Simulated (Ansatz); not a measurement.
Consider the redistribution: `CO[SiH2]CN` + `B[CH2][AlH][CH3]` → `B[SiH2]CN` + `CO[CH2][AlH][CH3]`.

Program: Ansatz. Geometries: PBE0-D4/def2-TZVP. ΔE: electronic, gas phase. CBS: MP2 limit from def2 TZ/QZ plus the TZ coupled-cluster correction, frozen cores. Each species was taken in one conformer, which may not be the lowest.

`CO[SiH2]CN`:

Cartesian coordinates in Å:
```
C -1.600 -0.282 -1.357
O -0.625 0.739 -1.381
Si 0.857 0.598 -0.694
C 0.794 0.507 1.181
N 0.186 -0.750 1.610
H -2.473 0.071 -1.909
H -1.229 -1.193 -1.841
H -1.893 -0.528 -0.333
H 1.623 1.795 -1.119
H 1.527 -0.648 -1.182
H 1.801 0.699 1.588
H 0.165 1.338 1.519
H 0.132 -0.808 2.620
H 0.738 -1.539 1.298
```

`B[CH2][AlH][CH3]`:

Cartesian coordinates in Å:
```
B 0.091 1.919 -0.454
C -0.597 0.768 -1.137
Al -0.722 -0.574 0.331
C 0.834 -1.614 0.864
H 1.287 1.945 -0.349
H -0.545 2.780 0.091
H -1.636 0.899 -1.449
H -0.002 0.195 -1.858
H -2.148 -0.824 0.983
H 0.641 -2.690 0.789
H 1.075 -1.419 1.915
H 1.723 -1.384 0.272
```

`B[SiH2]CN`:

Z-matrix (Å, degrees):
```
Si
C 1 1.887
B 1 2.009 2 114.5
H 1 1.500 2 108.2 3 118.1
H 1 1.491 2 110.3 3 -125.6
N 2 1.457 1 111.4 3 -175.8
H 2 1.096 1 107.1 3 65.4
H 2 1.103 1 108.3 3 -48.5
H 3 1.197 1 123.2 2 8.5
H 3 1.197 1 119.9 2 -172.9
H 6 1.012 2 111.0 1 59.1
H 6 1.012 2 111.4 1 178.4
```

`CO[CH2][AlH][CH3]`:

```xyz
14

C     1.349   -0.633   -1.229
O     0.685   -1.478   -0.342
C    -0.720   -1.269   -0.366
Al   -1.314    0.409    0.520
C    -0.059    1.541    1.495
H     2.420   -0.819   -1.136
H     1.159    0.431   -1.004
H     1.044   -0.816   -2.271
H    -1.163   -2.110    0.186
H    -1.107   -1.374   -1.394
H    -2.869    0.763    0.469
H    -0.453    1.824    2.476
H     0.908    1.054    1.641
H     0.119    2.477    0.953
```

```tsv
level	ΔE (kJ/mol)
HF/def2-QZVPP	270.2
MP2/def2-QZVPP	284.9
```

Question: What does CCSD(T)/CBS give? (Estimate.)

Answer: Ansatz gave: +269.8 kJ/mol. The listed levels differ from it by 0.4, 15.1 kJ/mol.

Largest T1 diagnostic among the species: 0.011.

From PBE to PBE0 (25 % exact exchange), in def2-TZVPP and without D4, ΔE moves by +8.2 kJ/mol.
